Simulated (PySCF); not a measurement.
# Polarisability and C₆ of Tc³⁺ (technetium, charge +3)

[Kr] 4d4, high-spin 5D determinant. Calculation: PySCF 2.14, in aug-cc-pVTZ-PP with one added diffuse shell each of s, p, d, f, g type with ECP28MDF (7s7p6d4f3g, 113 functions); scalar relativity through the core potential. Coupled (time-dependent) response in atomic units; α is the mean over directions.

| method | mean α (bohr³) | α xx, yy, zz | C₆ (like pair) | S(−4) |
| --- | --- | --- | --- | --- |
| LC-wPBE | 5.403 | 5.187, 5.187, 5.835 | 24.44 | 7.260 |

S(−4) is the Cauchy moment in α(ω) = α(0) + S(−4) ω² + …

Spin-orbit coupling is absent.

α(iu) at LC-wPBE:

```
u (hartree)  α(iu) (bohr³)
          0          5.403
     0.0500          5.385
      0.100          5.332
      0.200          5.139
      0.300          4.866
      0.500          4.243
      0.750          3.522
       1.00          2.929
       1.50          2.066
       2.00          1.501
       3.00         0.8642
       5.00         0.3744
```

For an ion, C₆ is the dispersion term alone; charge-induced terms of lower order in 1/R come first.

The components differ because the open shell of this determinant is not spherical; for a pure term their mean is the scalar polarisability.

Energies and moments cover only the electrons outside the core potential.
